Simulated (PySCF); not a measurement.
1,10-phenanthroline, C₁₂H₈N₂.
Bonds: C1–C2 (aromatic), C2–N3 (aromatic), N3–C4 (aromatic), C4–C5 (aromatic), C5–C6 (aromatic), C5–C7 (aromatic), C7–C8 (aromatic), C8–C9 (aromatic), C9–C10 (aromatic), C10–C11 (aromatic), C11–C12 (aromatic), C12–N13 (aromatic), N13–C14 (aromatic), C1–C6 (aromatic), C9–C14 (aromatic), C4–C14 (aromatic). Hydrogens: H15 on C1; H16 on C2; H17 on C6; H18 on C7; H19 on C8; H20 on C10; H21 on C11; H22 on C12.

The closed-shell ground state was solved at several levels (PySCF, density fitting, gas phase, non-relativistic). Isolated species at its PBE0-D3(BJ)/def2-SVP geometry, gas phase.

```tsv
level	basis functions	total energy (Eh)	HOMO (eV)	LUMO (eV)	gap (eV)	dipole (D)
PBE0/pcSseg-1	278	-570.8689	-6.82	-1.66	5.16	3.27
HF/pcSseg-1	278	-567.8810	-8.28	1.88	10.16	3.40
B3LYP/pcJ-1	458	-571.6202	-6.59	-1.78	4.81	3.27
```

(1) Estimate the row for B3LYP/def2-SVPD, a basis of 344 functions; the other rows only guide the guess.

(2) Over all these levels, which gives the widest orbital gap and which the narrowest?

(3) How far do the dipole and the HOMO energy spread over the levels?

Results:

(1) Total energy -571.2244 Eh, HOMO -6.59 eV, LUMO -1.81 eV, gap 4.78 eV, dipole 3.28 D.

(2) HF/pcSseg-1 (Hartree–Fock, all exact exchange) has the widest, 10.16 eV, and B3LYP/def2-SVPD (global hybrid, 20 % exact exchange) the narrowest, 4.78 eV. Functional and basis both differ between the two, so the spread mixes both effects. The HOMO need not be the same orbital at Hartree–Fock and at DFT levels.

(3) The dipole runs from 3.27 to 3.40 D (mean 3.30 D) and the HOMO from -8.28 to -6.59 eV.
